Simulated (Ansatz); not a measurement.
Ansatz (a quantum-chemistry and plane-wave program) input (CCSD(T)/def2-SVPD):

Ansatz 0.2 input:
```yaml
crystal:
  periodic: [false, false, false]
  atoms:
    - {symbol: Cd, position_ang: [-0.00000000, -0.00000000, -0.03670422]}
    - {symbol: H, position_ang: [0.00000000, 0.00000000, 1.76180242]}
basis:
  gaussian:
    orbitals: def2-SVPD
magnetization: {spin_polarized: true, initial_magnetization: 1}
correlation: {method: ccsd_t, electrons: outside_noble_gas}
output: {forces: true}
```

End of the output:

```
integrals: 0.02 GiB planned
413 factors; integrals over basis functions are off by at most 4.4e-4 eV
mean field: 0.08 GiB planned
mean field evaluation 1: about -4553.7416 eV, gradient 5.2e0 eV
mean field evaluation 2: about -4553.7961 eV, gradient 5.3e0 eV
mean field evaluation 4: about -4554.2585 eV, gradient 1.3e0 eV
mean field evaluation 8: about -4554.3113 eV, gradient 2.5e-1 eV
mean field evaluation 16: about -4554.3153 eV, gradient 2.0e-6 eV
mean field evaluation 32: about -4551.5447 eV, gradient 7.3e-1 eV
mean field evaluation 64: about -4551.5928 eV, gradient 2.2e-3 eV
mean field -4554.31533052 eV, -167.3680013707 hartree, gradient 2.0e-6 eV, S^2 0.775987; 1 other end points of the search recorded, 0 dependent functions left out
determinant -4554.31533052 eV, -167.3680013707 hartree, with singles and doubles -4561.93400727 eV, -167.6479825772 hartree
determinant -4551.59283770 eV, -167.2679516051 hartree, with singles and doubles -4559.01076401 eV, -167.5405553688 hartree
4 core orbitals not correlated
reference -4554.31533052 eV, -167.3680013707 hartree; 7, 6 occupied and 31, 32 virtual orbitals, 413 factors
densities: 0.11 GiB planned
second order -7.63137584 eV of doubles, -0.00000000 eV of singles
coupled cluster: 0.10 GiB planned
cycle   1  -7.61815353 eV  change    5.2e-4 eV  update   9.8e-4
cycle   2  -7.61861216 eV  change   -4.6e-4 eV  update   6.6e-4
cycle   3  -7.61841035 eV  change    2.0e-4 eV  update   2.0e-4
cycle   4  -7.61843196 eV  change   -2.2e-5 eV  update   9.3e-5
cycle   5  -7.61856979 eV  change   -1.4e-4 eV  update   2.4e-5
cycle   6  -7.61858221 eV  change   -1.2e-5 eV  update   7.6e-6
cycle   7  -7.61858186 eV  change    3.5e-7 eV  update   2.5e-6
cycle   8  -7.61858267 eV  change   -8.1e-7 eV  update   5.8e-7
perturbative correction -0.14233977 eV, -0.0052308900 hartree
the calculation of the forces begins
Total energy: -4562.07625295 eV, -167.6532100097 hartree
Atom 0 at    -0.000000    -0.000000    -0.036704 Å, force     0.000000     0.000000     0.193723 eV/Å
Atom 1 at     0.000000     0.000000     1.761802 Å, force    -0.000000    -0.000000    -0.193723 eV/Å
Dipole moment:    -0.000000     0.000000    -0.170885 e Å
```

The spin state was set by rule; other spins were not relaxed.
